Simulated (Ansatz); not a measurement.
Reaction (cleavage of the Ga–Ge bond): `[GaH2][GeH3]` + H₂S → `[SH][GaH2]` + GeH₄

Computed with Ansatz on PBE0-D4/def2-TZVP structures; ΔE is electronic, products minus reactants. CBS: MP2 limit from def2 TZ/QZ plus the TZ coupled-cluster correction, frozen cores. This one scheme is used for every species. DFT in def2-TZVPP. B3LYP here is the variant with VWN-RPA as its local correlation; programs differ in this. HSE06 is defined as in plane-wave codes. For Ga, Ge outer-core shells are correlated without core-valence functions, which leaves a few kJ/mol of doubt a bond. Scalar relativity is left out up to krypton.

| level | ΔE (kcal/mol) | difference from CCSD(T)/CBS |
| --- | --- | --- |
| PBE-D4 | -15.7 | 0.8 |
| revPBE-D4 | -15.8 | 0.7 |
| BLYP-D4 | -15.9 | 0.6 |
| r2SCAN-D4 | -17.3 | -0.8 |
| B97M-V | -18.7 | -2.2 |
| PBE0-D4 | -15.9 | 0.6 |
| B3LYP-D4 | -16.1 | 0.4 |
| r2SCANh-D4 | -17.2 | -0.7 |
| r2SCAN0-D4 | -17.0 | -0.5 |
| HSE06-D4 | -16.0 | 0.5 |
| BHLYP-D4 | -16.6 | -0.1 |
| ωB97X-V | -16.7 | -0.2 |
| ωB97M-V | -16.4 | 0.1 |
| PBE-QIDH | -17.0 | -0.5 |
| PBE | -15.7 | 0.8 |
| revPBE | -15.5 | 1.0 |
| BLYP | -15.9 | 0.6 |
| PBE0 | -16.0 | 0.5 |
| B3LYP | -16.2 | 0.3 |
| r2SCANh | -17.2 | -0.7 |
| r2SCAN0 | -17.1 | -0.6 |
| HSE06 | -16.0 | 0.5 |
| BHLYP | -16.9 | -0.4 |
| CAM-B3LYP | -16.7 | -0.2 |
| LC-ωPBE | -16.6 | -0.1 |
| RPA@PBE/def2-TZVPP | -15.8 | 0.7 |
| MP2/def2-SVP | -19.2 | -2.7 |
| CCSD/def2-SVP | -17.9 | -1.4 |
| CCSD(T)/def2-SVP | -18.2 | -1.7 |
| HF/def2-TZVPP | -18.1 | -1.6 |
| MP2/def2-TZVPP | -17.5 | -1.0 |
| SCS-MP2/def2-TZVPP | -17.3 | -0.8 |
| CCSD/def2-TZVPP | -16.1 | 0.4 |
| CCSD(T)/def2-TZVPP | -16.4 | 0.1 |
| HF/def2-QZVPP | -18.2 | -1.7 |
| MP2/def2-QZVPP | -17.6 | -1.1 |
| SCS-MP2/def2-QZVPP | -17.6 | -1.1 |
| HF/CBS(def2) | -18.2 | -1.7 |
| MP2/CBS(def2) | -17.7 | -1.2 |
| CCSD/CBS(def2) | -16.2 | 0.3 |
| CCSD(T)/CBS | -16.5 | 0 |

Largest T1 diagnostic among the species: 0.013.

From BLYP to BHLYP (50 % exact exchange), in def2-TZVPP and without D4, ΔE moves by −1.0 kcal/mol. Leaving LDA and LC-ωPBE aside and taking each functional with its dispersion term where it has one, the values spread over 3.1 kcal/mol, from B97M-V to PBE-D4. LDA lies −0.8 kcal/mol from PBE without D4.
